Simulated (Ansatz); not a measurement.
```
atom   x (Å)   y (Å)   z (Å)
  Si  0.0000  0.0000  0.0000
   S  0.0000  0.0000  1.9290
```

Basis set: cc-pVDZ (spherical functions). Left uncorrelated: 10 orbitals. Charge 0, multiplicity 1.

Computed with Ansatz (development build ahead of 0.2.0); the reference of a correlated method needn't be the lowest determinant of its kind. Restricted open shells among the atoms or ions are ROHF, correlated in semicanonical orbitals with singles.

Give the atomization energy at this shape (free ground-state atoms in the same class of orbitals less the molecule, no zero-point energy) of singlet SiS by RHF-CCSD(T), RHF-CCSD.

```json
{"method": "RHF-CCSD(T)", "atomization energy": "126.30 kcal/mol"}
{"method": "RHF-CCSD", "atomization energy": "120.96 kcal/mol"}
```

Caution: no unrestricted run beside it, a lower state can exist.
